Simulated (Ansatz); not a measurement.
The inner images of a band of AlFH2O + H4Si (10 atoms, charge 0, multiplicity 1) are given out of order.

Level of theory: RKS B3LYP-D4/6-31G* (Ansatz 0.2.0).

First end point:

```xyz
10
Properties=species:S:1:pos:R:3
Al 0.023 -0.214 0.440
O -0.154 -1.045 1.924
H -0.965 -1.540 2.096
F 1.515 0.473 0.162
H -1.002 -0.330 -0.752
Si 0.110 3.011 0.963
H 1.289 2.915 1.846
H 0.473 3.230 -0.453
H -0.819 4.070 1.433
H -0.672 1.728 1.056
```

Last end point:

```xyz
10
Properties=species:S:1:pos:R:3
Al 0.089 0.464 -0.003
O -0.170 -0.320 1.853
H -1.074 -0.640 2.011
F 1.553 -0.219 -0.435
H -1.221 -0.206 -0.624
Si 0.136 2.833 0.665
H 0.710 2.969 2.050
H 0.922 3.769 -0.190
H -1.240 3.412 0.778
H 0.093 0.234 2.608
```

Q: Put them in order from the first end to the last, with their energies above the first end.
A.
```xyz
10
Properties=species:S:1:pos:R:3
Al 0.123 -0.203 0.250
O -0.179 -0.941 1.767
H -1.083 -0.951 2.105
F 1.711 -0.023 -0.189
H -0.981 0.053 -0.849
Si 0.052 2.908 1.111
H 1.083 3.428 2.036
H 0.462 3.049 -0.303
H -1.279 3.514 1.345
H -0.112 1.462 1.441
```
B.
```xyz
10
Properties=species:S:1:pos:R:3
Al 0.155 -0.049 0.191
O -0.161 -0.584 1.810
H -1.070 -0.742 2.089
F 1.747 -0.067 -0.270
H -0.963 0.027 -0.921
Si 0.031 2.756 1.131
H 1.046 3.310 2.047
H 0.444 3.025 -0.277
H -1.315 3.329 1.341
H -0.116 1.290 1.572
```
C.
```xyz
10
Properties=species:S:1:pos:R:3
Al 0.195 0.378 0.046
O -0.223 -0.296 1.888
H -1.082 -0.725 2.049
F 1.712 -0.223 -0.292
H -1.013 -0.103 -0.871
Si 0.132 2.738 0.852
H 1.065 3.182 1.938
H 0.510 3.466 -0.385
H -1.217 3.251 1.269
H -0.282 0.627 2.219
```
D.
```xyz
10
Properties=species:S:1:pos:R:3
Al 0.180 0.174 0.120
O -0.179 -0.323 1.870
H -1.057 -0.683 2.089
F 1.754 -0.134 -0.299
H -0.989 -0.023 -0.920
Si 0.055 2.682 1.062
H 1.046 3.261 2.008
H 0.455 3.118 -0.313
H -1.279 3.293 1.324
H -0.189 0.931 1.773
```
E.
```xyz
10
Properties=species:S:1:pos:R:3
Al 0.167 0.461 0.030
O -0.268 -0.321 1.857
H -1.167 -0.686 1.913
F 1.654 -0.241 -0.276
H -1.083 -0.188 -0.722
Si 0.171 2.834 0.682
H 1.040 3.101 1.877
H 0.612 3.788 -0.376
H -1.195 3.280 1.110
H -0.134 0.268 2.619
```
F.
```xyz
10
Properties=species:S:1:pos:R:3
Al 0.051 -0.218 0.414
O -0.179 -1.119 1.849
H -1.048 -1.493 2.041
F 1.597 0.320 0.125
H -1.017 -0.135 -0.743
Si 0.104 3.014 0.994
H 1.296 3.205 1.847
H 0.430 3.105 -0.444
H -0.978 3.964 1.352
H -0.460 1.653 1.280
```
G.
```xyz
10
Properties=species:S:1:pos:R:3
Al 0.080 -0.227 0.337
O -0.176 -1.090 1.793
H -1.081 -1.279 2.069
F 1.659 0.123 -0.041
H -1.026 -0.017 -0.768
Si 0.086 2.989 1.051
H 1.192 3.391 1.947
H 0.468 3.087 -0.373
H -1.155 3.754 1.325
H -0.248 1.566 1.374
```

A: F (+0.02 eV), G (+0.06 eV), A (+0.14 eV), B (+0.56 eV), D (+1.58 eV), C (+0.88 eV), E (+0.62 eV).

Time of the run: 7.1 min on 1 thread of Arm Neoverse V1, with other jobs on the host, peak memory 0.17 GiB.
